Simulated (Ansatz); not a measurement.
Species: C6H11, charge 0, multiplicity 2. It need not be the lowest isomer of its formula. SMILES: C[CH]/C=C\CC
Geometry from a B3LYP-D3(BJ)/def2-TZVP (Ansatz, an electronic-structure program) optimisation:
```xyz
17

C      2.8104    -0.0403    -0.5885
C      1.3827    -0.2140    -0.1991
C      0.6158     0.7770     0.3801
C     -0.7103     0.6857     0.7704
C     -1.5803    -0.5181     0.6081
C     -2.4109    -0.4755    -0.6855
H      3.4588    -0.7527    -0.0659
H      2.9601    -0.2203    -1.6590
H      3.1673     0.9660    -0.3635
H      0.9390    -1.1851    -0.3898
H      1.1043     1.7348     0.5445
H     -1.1771     1.5745     1.1803
H     -2.2612    -0.5898     1.4615
H     -0.9779    -1.4293     0.6166
H     -3.0484     0.4103    -0.7110
H     -1.7587    -0.4409    -1.5594
H     -3.0514    -1.3563    -0.7681
```
Charge 0, spin multiplicity 2.

Computed values are from Ansatz. Cores are frozen in the correlated levels unless marked. Open shells are spin-unrestricted. No spin-orbit coupling. No relativistic terms. CBS(X,Y): correlation extrapolated as X^-3; Hartree-Fock from the larger set. [CCSD(T)-MP2]/basis is that difference in the basis named.

The UHF reference is spin-contaminated (<S^2> 0.20 over the pure value in the largest basis). 

Q: What is the dipole moment at CCSD(T)/aug-cc-pVDZ?

A: 0.26 D.

Q: What is the total energy at RI-MP2/CBS(cc-pVTZ,cc-pVQZ)+[CCSD(T)-MP2]/cc-pVTZ?

A: -234.8788 Eh.

Q: What is the atomisation energy De at RI-MP2/CBS(cc-pVTZ,cc-pVQZ)+[CCSD(T)-MP2]/cc-pVTZ?

A: 6908.3 kJ/mol.

Q: What is the T1 diagnostic at CCSD/cc-pVTZ?

A: 0.021.
